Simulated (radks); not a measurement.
Species: Dy II. Configuration: [Xe] 4f10.5 6s0.5 (fractional occupations, a model configuration). All-electron calculation, scalar-relativistic Kohn-Sham, PBE, spin-polarised, spherical densities, point nucleus; open shells are filled with parallel spins first (spin-orbit coupling, left out, can overturn this in heavy ions). Program: a radial shooting solver on a logarithmic mesh with Libxc functionals.

Normalised radial functions P(r) = r R(r), r in bohr:

| r | 5p down | 6s up | 6s down |
|---|---|---|---|
| 0.003038 | 0.0066 | 0.0319 | 0.0319 |
| 0.00415 | 0.0112 | 0.0384 | 0.0384 |
| 0.005625 | 0.0186 | 0.0445 | 0.0444 |
| 0.007684 | 0.0308 | 0.0489 | 0.0488 |
| 0.01041 | 0.0492 | 0.0493 | 0.0492 |
| 0.01423 | 0.0772 | 0.0426 | 0.0425 |
| 0.01928 | 0.1144 | 0.0259 | 0.0258 |
| 0.02613 | 0.1583 | -0.0024 | -0.0024 |
| 0.0357 | 0.1986 | -0.0398 | -0.0397 |
| 0.04838 | 0.2085 | -0.0714 | -0.0712 |
| 0.0661 | 0.1522 | -0.0754 | -0.0752 |
| 0.08958 | 0.0100 | -0.0311 | -0.0310 |
| 0.1224 | -0.1879 | 0.0538 | 0.0537 |
| 0.1659 | -0.3018 | 0.1128 | 0.1126 |
| 0.2266 | -0.1750 | 0.0658 | 0.0657 |
| 0.3071 | 0.1739 | -0.0769 | -0.0768 |
| 0.4195 | 0.4475 | -0.1665 | -0.1663 |
| 0.5686 | 0.2838 | -0.0548 | -0.0554 |
| 0.7768 | -0.2752 | 0.1776 | 0.1766 |
| 1.053 | -0.7776 | 0.2720 | 0.2737 |
| 1.438 | -0.9033 | 0.0941 | 0.1012 |
| 1.949 | -0.6685 | -0.2424 | -0.2337 |
| 2.663 | -0.3299 | -0.5223 | -0.5181 |
| 3.609 | -0.1096 | -0.5743 | -0.5775 |
| 4.93 | -0.0206 | -0.4084 | -0.4104 |
| 6.682 | -0.0020 | -0.1884 | -0.1865 |
| 9.129 | -0.0001 | -0.0472 | -0.0478 |
| 12.37 | 0.0000 | -0.0058 | -0.0064 |

5p down: eigenvalue -28.875 eV, 3 radial nodes at r = 0.0911, 0.267, 0.675 bohr, <r> = 1.57 bohr, 90 % of the charge inside 2.33 bohr. 6s up: eigenvalue -8.309 eV, 5 radial nodes at r = 0.0256, 0.101, 0.264, 0.614, 1.58 bohr, <r> = 3.82 bohr, 90 % of the charge inside 5.60 bohr. 6s down (empty): eigenvalue -7.748 eV, 5 radial nodes at r = 0.0256, 0.101, 0.264, 0.614, 1.59 bohr, <r> = 3.83 bohr, 90 % of the charge inside 5.59 bohr.
